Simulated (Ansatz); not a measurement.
C₂H₆AlCl, charge -1, doublet, geometry from GFN2-xTB (such geometries of metal compounds can be far from the true shape) (a state made from the parent by changing its charge; the spin is typed, not shown lowest) (a gas-phase anion, which may not be bound at this level). Base run: Ansatz (a first-principles code) with SVWN5/6-31G.

Here is a job for Ansatz.
Ansatz 0.2 input:
```yaml
crystal:
  periodic: [false, false, false]
  atoms:
    - {symbol: Al, position_ang: [0.36695933, 0.42865496, 0.48164830]}
    - {symbol: C, position_ang: [1.95692773, -0.65701044, -0.32656185]}
    - {symbol: H, position_ang: [1.69918177, -1.63745946, -0.75295763]}
    - {symbol: H, position_ang: [2.72486752, -0.85434747, 0.43432235]}
    - {symbol: H, position_ang: [2.46903929, -0.10900111, -1.13062786]}
    - {symbol: C, position_ang: [-0.55205430, -0.90172387, 1.80277609]}
    - {symbol: H, position_ang: [-0.81963055, -1.88313168, 1.38472315]}
    - {symbol: H, position_ang: [-1.48285509, -0.49444891, 2.22328960]}
    - {symbol: H, position_ang: [0.09686377, -1.11066967, 2.66467236]}
    - {symbol: Cl, position_ang: [-1.05218698, 0.58052645, -1.17306678]}
basis:
  gaussian:
    orbitals: 6-31G
hamiltonian:
  xc: {name: SVWN5}
total_charge: -1
magnetization: {spin_polarized: true, initial_magnetization: 1}
```

Variants of this job, named by their change:

| change | ΔE vs base (kcal/mol) |
|---|---|
| base | 0.000 |
| lower_state_search = light | 0.000 |
| final_grid = 14, 28, 59 | 0.000 |
| final_grid = 4, 8, 17 | 0.065 |
| nuclear_model = gaussian | 0.344 |
| final_grid = 6, 12, 29 | 0.001 |
| point_charge = charge:0.5 position_ang:-2.0704, -1.8711, -4.3172 | -33.16 |
| fitting.mean_field = cc-pVTZ-JKFIT | -0.016 |
| lower_state_search = full | 0.000 |
| forces = on | 0.000 |
| final_grid = 10, 20, 41 | 0.000 |

A gas-phase anion may not be bound at this level; its values then depend on the basis.
